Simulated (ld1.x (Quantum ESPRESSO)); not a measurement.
**An all-electron radial function and its pseudo partner (O)**

Columns: radius, all-electron u(r) and pseudo u(r) of the 2p shell (level -9.03 eV) of oxygen in the configuration [He] 2s2 2p4; PBE, scalar-relativistic, TM scheme, ld1.x (Quantum ESPRESSO) 7.5.

```json
{"r (bohr)": "0.072", "all-electron": "0.0595", "pseudo": "0.0228"}
{"r (bohr)": "0.145", "all-electron": "0.1847", "pseudo": "0.0897"}
{"r (bohr)": "0.217", "all-electron": "0.3230", "pseudo": "0.1915"}
{"r (bohr)": "0.290", "all-electron": "0.4548", "pseudo": "0.3192"}
{"r (bohr)": "0.362", "all-electron": "0.5666", "pseudo": "0.4553"}
{"r (bohr)": "0.435", "all-electron": "0.6589", "pseudo": "0.5889"}
{"r (bohr)": "0.507", "all-electron": "0.7297", "pseudo": "0.7040"}
{"r (bohr)": "0.580", "all-electron": "0.7823", "pseudo": "0.7948"}
{"r (bohr)": "0.652", "all-electron": "0.8171", "pseudo": "0.8551"}
{"r (bohr)": "0.725", "all-electron": "0.8376", "pseudo": "0.8876"}
{"r (bohr)": "0.798", "all-electron": "0.8457", "pseudo": "0.8957"}
{"r (bohr)": "0.870", "all-electron": "0.8439", "pseudo": "0.8861"}
{"r (bohr)": "0.942", "all-electron": "0.8345", "pseudo": "0.8653"}
{"r (bohr)": "1.015", "all-electron": "0.8188", "pseudo": "0.8381"}
{"r (bohr)": "1.088", "all-electron": "0.7986", "pseudo": "0.8087"}
{"r (bohr)": "1.160", "all-electron": "0.7754", "pseudo": "0.7796"}
{"r (bohr)": "1.232", "all-electron": "0.7498", "pseudo": "0.7511"}
{"r (bohr)": "1.305", "all-electron": "0.7224", "pseudo": "0.7226"}
{"r (bohr)": "1.378", "all-electron": "0.6939", "pseudo": "0.6939"}
{"r (bohr)": "1.450", "all-electron": "0.6654", "pseudo": "0.6654"}
{"r (bohr)": "1.522", "all-electron": "0.6369", "pseudo": "0.6369"}
{"r (bohr)": "1.595", "all-electron": "0.6081", "pseudo": "0.6081"}
{"r (bohr)": "1.668", "all-electron": "0.5798", "pseudo": "0.5798"}
{"r (bohr)": "1.740", "all-electron": "0.5525", "pseudo": "0.5525"}
{"r (bohr)": "1.812", "all-electron": "0.5260", "pseudo": "0.5260"}
{"r (bohr)": "1.885", "all-electron": "0.4999", "pseudo": "0.4999"}
```

Task: How many radial nodes do the two functions have?

Result: The all-electron 2p function has n − l − 1 = 0; the pseudo-wave has 0.

Task: At about which radius was the pseudo-wave matched?

Result: 1.45 bohr. The columns agree to 0.0005 from 1.30 bohr on; several derivatives are matched, so the curves merge somewhat inside the radius.

Task: Is the pseudo-wave norm-conserving?

Result: Yes: the TM scheme keeps the norm inside the radius equal to the all-electron one, which fixes the energy derivative of the logarithmic derivative at the level.
